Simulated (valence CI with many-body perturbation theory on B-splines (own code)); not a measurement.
## E1 transitions of Cu16+

Level of theory: valence CI with perturbative core correlation (CI+MBPT): three valence electrons over a frozen Dirac-Fock core [Ne], radial functions for each j: 11 s, 11 p, 9 d, 7 f, 5 g, 2 h, 1 i, with the one-electron correlation potential Σ1 (screened to all orders), the two-electron term Σ2, the three-electron term Σ3, Breit, model QED; selected single and double excitations, second order for the rest (own B-spline code, finite nucleus).

No measured spectrum was set against this ion. As an estimate, levels of excited configurations hold to 0.05 to 0.15 % of their energy, terms of the ground configuration to about 0.5 %.

Lines 101 to 150 of 267 in falling wavelength, among levels below 1362800 cm⁻¹, chosen from the strongest by gf and those to the six lowest levels. Wavelengths and rates use the calculated energies, so an error of 400 cm⁻¹ moves a line at 234.0 Å by 0.094 % and its rate by three times that or more. Electric multipoles are in the length gauge, E1 and E2 with the static RPA response of the core. Weak lines are less certain than strong ones. Lines between different terms over intervals too small for the method are left out, as are lines whose strength nearly cancels. Where a level lies close to another of its J and parity, the split of strength between their lines is uncertain. The highest levels of a list are the least certain.

Names give the largest LS component (configuration and term), which can be under half, so a name can repeat, a term be missing and a line seem to break the LS rules; names also repeat where a configuration has a term twice. Letters in brackets count levels of one name in rising energy.

```
λ vac (Å)                 Upper                 Lower   A (s⁻¹)  S (a.u.) with core polarisation  S without
    234.0           3p3 2P°_3/2         3s.3p2 2D_3/2  1.50e+09                         3.80e-02   3.94e-02
    233.4         3p2.3d 4D_3/2      3s.3p.3d 4F°_5/2  8.50e+09                         2.13e-01   2.21e-01
    233.0         3p2.3d 4D_5/2      3s.3p.3d 4F°_5/2  6.30e+09                         2.36e-01   2.44e-01
    232.5           3p3 2D°_3/2         3s.3p2 4P_1/2  1.12e+09                         2.78e-02   2.88e-02
    232.3         3p2.3d 4P_1/2      3s.3p.3d 4D°_1/2  8.85e+09                         1.10e-01   1.13e-01
    232.3     3p2.3d 2F_5/2 [b]  3s.3p.3d 2F°_5/2 [a]  1.25e+10                         4.64e-01   4.79e-01
    231.5     3p2.3d 2D_3/2 [b]  3s.3p.3d 2D°_5/2 [a]  5.10e+09                         1.25e-01   1.29e-01
    230.8         3p2.3d 4D_7/2      3s.3p.3d 4F°_7/2  4.02e+09                         1.95e-01   2.02e-01
    230.6           3p3 4S°_3/2         3s.3p2 4P_3/2  1.44e+10                         3.49e-01   3.61e-01
    229.6         3p2.3d 4D_3/2      3s.3p.3d 4F°_3/2  4.20e+09                         1.00e-01   1.04e-01
    229.1         3p2.3d 4P_3/2      3s.3p.3d 4D°_3/2  3.49e+09                         8.30e-02   8.58e-02
    228.6         3p2.3d 2G_9/2      3s.3p.3d 4F°_9/2  2.49e+09                         1.47e-01   1.52e-01
    225.4  3s.3p.3d 2D°_3/2 [b]         3s2.3d 2D_5/2  1.77e+10                         4.01e-01   4.15e-01
    224.7         3s.3p2 2S_1/2        3s2.3p 2P°_1/2  2.98e+10                         3.34e-01   3.46e-01
    224.5  3s.3p.3d 2P°_1/2 [b]         3s2.3d 2D_3/2  3.54e+10                         3.95e-01   4.09e-01
    223.7         3s.3p2 2P_1/2        3s2.3p 2P°_3/2  2.90e+10                         3.20e-01   3.31e-01
    223.4  3s.3p.3d 2D°_3/2 [b]         3s2.3d 2D_3/2  8.72e+09                         1.92e-01   1.99e-01
    223.1  3s.3p.3d 2D°_5/2 [b]         3s2.3d 2D_5/2  2.56e+10                         8.42e-01   8.71e-01
    223.1  3s.3p.3d 2P°_3/2 [b]         3s2.3d 2D_5/2  1.83e+10                         4.01e-01   4.14e-01
    223.0           3p3 4S°_3/2         3s.3p2 4P_1/2  7.58e+09                         1.66e-01   1.72e-01
    221.1  3s.3p.3d 2P°_3/2 [b]         3s2.3d 2D_3/2  1.93e+10                         4.11e-01   4.25e-01
    220.9     3p2.3d 2P_3/2 [b]  3s.3p.3d 2D°_3/2 [a]  6.04e+09                         1.29e-01   1.33e-01
    218.6         3s.3p2 2P_3/2        3s2.3p 2P°_3/2  4.27e+10                         8.80e-01   9.10e-01
    218.6     3p2.3d 2F_5/2 [b]  3s.3p.3d 2D°_3/2 [a]  1.09e+10                         3.37e-01   3.48e-01
    215.2     3p2.3d 2D_5/2 [b]  3s.3p.3d 2D°_5/2 [a]  4.84e+09                         1.43e-01   1.48e-01
    214.8     3p2.3d 2F_5/2 [a]           3p3 2D°_3/2  2.17e+09                         6.35e-02   6.57e-02
    214.6     3p2.3d 2D_5/2 [b]  3s.3p.3d 2D°_3/2 [a]  2.60e+09                         7.61e-02   7.86e-02
    214.4      3s.3p.3d 4P°_5/2         3s.3p2 2D_3/2  9.72e+07                         2.84e-03   2.94e-03
    214.2     3p2.3d 2F_7/2 [a]           3p3 2D°_5/2  4.16e+09                         1.61e-01   1.67e-01
    213.5     3p2.3d 2F_7/2 [b]  3s.3p.3d 2D°_5/2 [a]  1.45e+10                         5.56e-01   5.75e-01
    212.9      3s.3p.3d 4D°_3/2         3s.3p2 2D_3/2  1.09e+09                         2.07e-02   2.14e-02
    212.1      3s.3p.3d 4D°_1/2         3s.3p2 2D_3/2  3.70e+05                         3.49e-06   3.80e-06
    211.2      3s.3p.3d 4F°_3/2         3s.3p2 4P_5/2  2.73e+06                         5.08e-05   5.21e-05
    208.8     3p2.3d 2D_5/2 [a]           3p3 2P°_3/2  8.25e+09                         2.23e-01   2.30e-01
    208.2         3s.3p2 2P_1/2        3s2.3p 2P°_1/2  1.06e+10                         9.48e-02   9.82e-02
    208.1      3s.3p.3d 4F°_5/2         3s.3p2 4P_5/2  2.51e+08                         6.69e-03   6.90e-03
    207.6     3p2.3d 2P_3/2 [a]           3p3 2D°_5/2  1.42e+10                         2.51e-01   2.60e-01
    205.4  3s.3p.3d 2P°_3/2 [a]         3s.3p2 2P_3/2  1.05e+10                         1.80e-01   1.86e-01
    205.0         3p2.3d 4P_3/2           3p3 2P°_1/2  3.83e+09                         6.52e-02   6.73e-02
    204.4      3s.3p.3d 4F°_3/2         3s.3p2 4P_3/2  2.64e+08                         4.45e-03   4.60e-03
    204.1      3s.3p.3d 4D°_5/2         3s.3p2 2D_3/2  3.55e+08                         8.95e-03   9.25e-03
    203.9      3s.3p.3d 4P°_1/2         3s.3p2 2D_3/2  1.00e+08                         8.39e-04   8.66e-04
    203.8      3s.3p.3d 4P°_3/2         3s.3p2 2D_3/2  3.52e+08                         5.88e-03   6.09e-03
    203.8         3s.3p2 2P_3/2        3s2.3p 2P°_1/2  1.06e+10                         1.76e-01   1.82e-01
    203.6      3s.3p.3d 4F°_7/2         3s.3p2 4P_5/2  8.04e+08                         2.68e-02   2.76e-02
    203.5     3p2.3d 2P_3/2 [a]           3p3 2D°_3/2  3.98e+09                         6.63e-02   6.85e-02
    203.3           3p3 2P°_3/2         3s.3p2 4P_5/2  3.25e+08                         5.39e-03   5.58e-03
    201.4      3s.3p.3d 4F°_5/2         3s.3p2 4P_3/2  4.01e+08                         9.70e-03   9.99e-03
    200.5           3p3 2P°_1/2         3s.3p2 4P_3/2  6.30e+07                         5.02e-04   5.19e-04
    200.1         3p2.3d 4D_3/2           3p3 2D°_5/2  3.68e+09                         5.82e-02   6.01e-02
```
